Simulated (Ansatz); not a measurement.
Steps of a relaxation of H8OSi4 with RKS PBE-D4/def2-SVP.

```sh
$ ansatz run in.yaml --threads 4 --pin off --events-out ev --progress --plain --max-ram 10444MiB
```

```yaml
crystal:
  periodic: [false, false, false]
  atoms:
    - {symbol: Si, position_ang: [-1.819700, 0.985100, 0.543100]}
    - {symbol: Si, position_ang: [0.353300, 1.260800, 0.010000]}
    - {symbol: Si, position_ang: [1.381700, -0.556700, 1.085800]}
    - {symbol: O, position_ang: [0.947800, -1.927400, 0.567000]}
    - {symbol: Si, position_ang: [0.611200, -2.375900, -0.936100]}
    - {symbol: H, position_ang: [-2.044100, 1.053100, 2.007300]}
    - {symbol: H, position_ang: [-2.629500, 2.161200, -0.028000]}
    - {symbol: H, position_ang: [-2.391300, -0.224000, -0.002900]}
    - {symbol: H, position_ang: [0.622600, 1.264400, -1.415600]}
    - {symbol: H, position_ang: [0.902600, 2.534800, 0.600500]}
    - {symbol: H, position_ang: [2.864600, -0.475700, 0.841500]}
    - {symbol: H, position_ang: [-0.523400, -1.606000, -1.454500]}
    - {symbol: H, position_ang: [1.744700, -2.128400, -1.803400]}
basis:
  gaussian: {orbitals: def2-SVP}
hamiltonian: {xc: pbe, dispersion: d4}
relax: {f_tol: 0.03, max_steps: 200}
```

Positions (Å) and forces (eV/Å) along the path, 11 of 16 steps:

```xyz
13
step=1 energy=-33655.2064 eV
Si   -1.820    0.985    0.543   -1.088    1.632   -0.092
Si    0.353    1.261    0.010    0.642    0.110    0.557
Si    1.382   -0.557    1.086    2.501    5.971    1.531
O     0.948   -1.927    0.567   -1.962   -6.046    2.250
Si    0.611   -2.376   -0.936   -0.817   -1.293   -2.616
H    -2.044    1.053    2.007    0.067   -0.120    0.430
H    -2.630    2.161   -0.028    0.159   -0.355    0.114
H    -2.391   -0.224   -0.003   -0.383   -1.037   -0.363
H     0.623    1.264   -1.416    0.053    0.229   -1.052
H     0.903    2.535    0.601    0.009   -0.076    0.087
H     2.865   -0.476    0.842    0.498    0.136    0.192
H    -0.523   -1.606   -1.454   -0.800    0.476   -0.240
H     1.745   -2.128   -1.803    1.120    0.373   -0.799
13
step=3 energy=-33656.5438 eV
Si   -1.899    1.031    0.509    0.200   -0.426    0.106
Si    0.403    1.273   -0.054   -0.099   -0.064   -0.201
Si    1.558   -0.544    0.995   -0.224    0.061   -0.857
O     0.808   -2.050    0.737    0.155   -0.324    1.100
Si    0.571   -2.461   -0.904    0.215    0.706   -0.665
H    -2.068    1.004    2.015    0.060    0.064   -0.176
H    -2.685    2.169   -0.060   -0.094    0.125   -0.052
H    -2.453   -0.278   -0.028    0.085    0.235    0.041
H     0.580    1.549   -1.549   -0.024   -0.097    0.325
H     0.926    2.504    0.653    0.005   -0.068    0.022
H     3.080   -0.593    0.851   -0.191   -0.107   -0.004
H    -0.611   -1.636   -1.427    0.085   -0.061    0.066
H     1.809   -2.003   -1.724   -0.173   -0.044    0.294
13
step=6 energy=-33656.9790 eV
Si   -1.914    0.968    0.505   -0.039    0.079   -0.046
Si    0.339    1.188   -0.136   -0.050    0.166    0.236
Si    1.534   -0.649    0.662   -0.086   -1.197   -0.349
O     0.725   -2.168    0.858    0.255    1.220    0.198
Si    0.560   -2.349   -0.883   -0.160   -0.446   -0.405
H    -1.990    1.014    2.003   -0.003   -0.003    0.045
H    -2.679    2.143   -0.059    0.046   -0.061    0.035
H    -2.529   -0.302    0.004   -0.022   -0.061   -0.015
H     0.534    1.448   -1.598    0.026   -0.021   -0.112
H     0.890    2.399    0.587   -0.002   -0.025   -0.004
H     3.035   -0.798    0.639   -0.098    0.119    0.193
H    -0.416   -1.226   -1.317    0.076   -0.003    0.151
H     1.933   -1.703   -1.249    0.057    0.232    0.074
13
step=7 energy=-33657.2279 eV
Si   -1.917    0.949    0.510   -0.020    0.115   -0.044
Si    0.328    1.191   -0.144    0.100    0.117    0.261
Si    1.563   -0.690    0.479   -0.120   -1.394   -0.277
O     0.668   -2.124    0.851    0.555    1.211    0.004
Si    0.539   -2.421   -0.904   -0.610   -0.353   -0.204
H    -1.973    1.007    2.009   -0.011   -0.009    0.059
H    -2.664    2.139   -0.049    0.043   -0.091    0.048
H    -2.550   -0.313    0.018   -0.012   -0.077   -0.029
H     0.524    1.417   -1.609    0.010    0.064   -0.156
H     0.879    2.404    0.575    0.000   -0.011   -0.011
H     3.061   -0.825    0.697   -0.343    0.193    0.217
H    -0.345   -1.161   -1.287    0.147   -0.218    0.049
H     1.908   -1.607   -1.132    0.261    0.454    0.083
13
step=8 energy=-33657.3565 eV
Si   -1.908    0.940    0.515    0.087    0.034    0.003
Si    0.343    1.190   -0.140    0.111   -0.078   -0.043
Si    1.592   -0.755    0.298   -0.159    0.011    1.358
O     0.655   -2.084    0.846    0.321    0.580   -0.640
Si    0.475   -2.497   -0.907   -0.547   -0.334    0.293
H    -1.961    1.007    2.016   -0.019   -0.034    0.014
H    -2.654    2.128   -0.039    0.001   -0.029    0.013
H    -2.554   -0.320    0.024    0.027   -0.039   -0.006
H     0.515    1.408   -1.619   -0.053    0.113   -0.021
H     0.880    2.407    0.569    0.082    0.024    0.044
H     3.033   -0.815    0.772   -0.284    0.154    0.071
H    -0.294   -1.149   -1.274    0.054   -0.258   -0.075
H     1.898   -1.492   -1.047    0.377   -0.146   -1.012
13
step=9 energy=-33657.4929 eV
Si   -1.847    0.918    0.525   -0.065    0.046    0.006
Si    0.389    1.211   -0.156   -0.151    0.413   -0.052
Si    1.580   -0.712    0.325   -0.406   -0.929   -0.184
O     0.580   -1.993    0.850    0.368    0.476   -0.484
Si    0.437   -2.561   -0.858    0.038    0.145    0.206
H    -1.930    0.966    2.025    0.036   -0.019    0.025
H    -2.622    2.093   -0.021    0.014   -0.035    0.019
H    -2.481   -0.349    0.028    0.063   -0.019   -0.022
H     0.472    1.515   -1.631    0.037   -0.012    0.034
H     0.947    2.413    0.581    0.000   -0.095   -0.022
H     2.954   -0.761    0.900    0.150    0.051    0.096
H    -0.333   -1.297   -1.396   -0.097   -0.073    0.013
H     1.876   -1.477   -1.157    0.013    0.051    0.366
13
step=11 energy=-33657.5487 eV
Si   -1.808    0.933    0.517    0.009   -0.046    0.061
Si    0.406    1.306   -0.197   -0.045    0.045   -0.097
Si    1.527   -0.703    0.276    0.148    0.210    0.048
O     0.479   -1.887    0.828   -0.120   -0.194   -0.045
Si    0.418   -2.635   -0.803   -0.071    0.022    0.117
H    -1.807    0.877    2.021   -0.021   -0.015   -0.016
H    -2.711    2.059    0.077    0.063   -0.024    0.000
H    -2.320   -0.361   -0.046   -0.025    0.015    0.007
H     0.464    1.675   -1.662    0.069   -0.058    0.087
H     1.025    2.426    0.599    0.018    0.027    0.002
H     2.864   -0.722    0.975   -0.092    0.044   -0.066
H    -0.403   -1.483   -1.487    0.047   -0.015   -0.027
H     1.885   -1.521   -1.083    0.020   -0.011   -0.072
13
step=12 energy=-33657.5558 eV
Si   -1.801    0.917    0.526   -0.007    0.000   -0.009
Si    0.405    1.314   -0.200   -0.014   -0.028    0.022
Si    1.515   -0.694    0.276    0.027    0.037   -0.003
O     0.468   -1.889    0.828   -0.010   -0.017   -0.035
Si    0.409   -2.633   -0.799   -0.041    0.022    0.052
H    -1.815    0.863    2.029    0.015   -0.006    0.002
H    -2.682    2.051    0.075   -0.015    0.009    0.008
H    -2.330   -0.370   -0.036    0.003    0.006   -0.006
H     0.497    1.659   -1.662    0.005   -0.013   -0.009
H     1.025    2.439    0.590    0.000    0.001    0.005
H     2.849   -0.704    0.965    0.006    0.003    0.008
H    -0.393   -1.475   -1.493    0.006   -0.012   -0.022
H     1.874   -1.513   -1.086    0.025   -0.003   -0.014
13
step=13 energy=-33657.5569 eV
Si   -1.802    0.917    0.527    0.000    0.002   -0.008
Si    0.403    1.314   -0.200    0.002   -0.007    0.006
Si    1.518   -0.690    0.273    0.013    0.014   -0.004
O     0.460   -1.877    0.826   -0.002   -0.023   -0.035
Si    0.403   -2.632   -0.793   -0.024    0.004    0.036
H    -1.807    0.856    2.030    0.007   -0.007   -0.001
H    -2.688    2.052    0.085   -0.001    0.001    0.011
H    -2.329   -0.368   -0.040   -0.003    0.002   -0.005
H     0.502    1.651   -1.663   -0.003    0.006   -0.008
H     1.027    2.438    0.590   -0.006    0.003   -0.005
H     2.847   -0.699    0.972    0.003   -0.002    0.002
H    -0.395   -1.482   -1.507    0.012   -0.001   -0.004
H     1.881   -1.515   -1.086    0.001    0.008    0.015
13
step=14 energy=-33657.5574 eV
Si   -1.804    0.915    0.528    0.006    0.006    0.003
Si    0.398    1.302   -0.214    0.002   -0.003   -0.011
Si    1.522   -0.692    0.277    0.004    0.005    0.002
O     0.459   -1.876    0.825   -0.008   -0.082   -0.054
Si    0.401   -2.631   -0.796   -0.022    0.114    0.091
H    -1.791    0.816    2.028    0.004   -0.012   -0.001
H    -2.678    2.075    0.131    0.000    0.012    0.004
H    -2.366   -0.342   -0.067    0.008   -0.013   -0.004
H     0.488    1.622   -1.682   -0.002    0.009   -0.005
H     1.019    2.439    0.559   -0.002    0.013    0.002
H     2.841   -0.693    0.996   -0.001    0.001   -0.004
H    -0.371   -1.453   -1.499    0.022   -0.049   -0.023
H     1.903   -1.517   -1.072   -0.009   -0.003   -0.001
13
step=16 energy=-33657.5595 eV
Si   -1.793    0.910    0.528   -0.010   -0.002    0.009
Si    0.400    1.313   -0.231    0.008    0.005   -0.002
Si    1.514   -0.684    0.278    0.000    0.018    0.003
O     0.430   -1.853    0.826    0.005    0.001    0.009
Si    0.386   -2.635   -0.773    0.007    0.001   -0.011
H    -1.755    0.760    2.025   -0.001   -0.001   -0.018
H    -2.674    2.082    0.181    0.010   -0.013    0.006
H    -2.355   -0.333   -0.099    0.001    0.012    0.000
H     0.487    1.630   -1.699   -0.004    0.001    0.001
H     1.018    2.454    0.539    0.000   -0.002   -0.002
H     2.820   -0.684    1.021   -0.009   -0.008   -0.003
H    -0.364   -1.478   -1.528    0.002   -0.003    0.005
H     1.905   -1.519   -1.055   -0.009   -0.009    0.004
```

Hardware: 4 threads of an AMD EPYC 9B45 on a shared host. Wall time 20 s, peak host memory 0.3 GiB.
